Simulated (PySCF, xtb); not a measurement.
SiClH₂I, SMILES Cl[SiH2]I.

GFN2-xTB in xtb at its own geometry gives an orbital gap of 5.40 eV and a dipole moment of 5.30 D.

Geometry optimised at r2SCAN-D4/def2-SVP. The def2 effective core potentials stand for the cores of I; spin–orbit coupling is left out.

### Question
What does HF/def2-TZVPD (PySCF) give? (An estimate is asked for; the answer gives what the named calculation found.)

### Answer
gap 11.58 eV (levels -10.48 and 1.10 eV), dipole 1.27 D.
